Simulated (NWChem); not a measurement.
Species: SOF, doublet; SMILES O=[S]F

Program: NWChem. Spin-unrestricted. Medium grid unless said otherwise, to which SCAN and Minnesota functionals are sensitive. In the optimisation the excess spin sits in a" (Cs, its own frame). Coordinates come from a PBE0/def2-SVP, spin-unrestricted optimisation. No stability test was run on the SCF state.

**Question.** Order these by “highest occupied level (eV)”, lowest first: PBE/def2-TZVP; LC-BLYP (range parameter 0.33 per bohr)/def2-TZVP; BHandHLYP/def2-TZVP; B97-2/def2-TZVP; MN15/def2-TZVP.

**Answer.** LC-BLYP (range parameter 0.33 per bohr)/def2-TZVP (-9.67), BHandHLYP/def2-TZVP (-8.95), MN15/def2-TZVP (-8.00), B97-2/def2-TZVP (-7.06), PBE/def2-TZVP (-5.74)
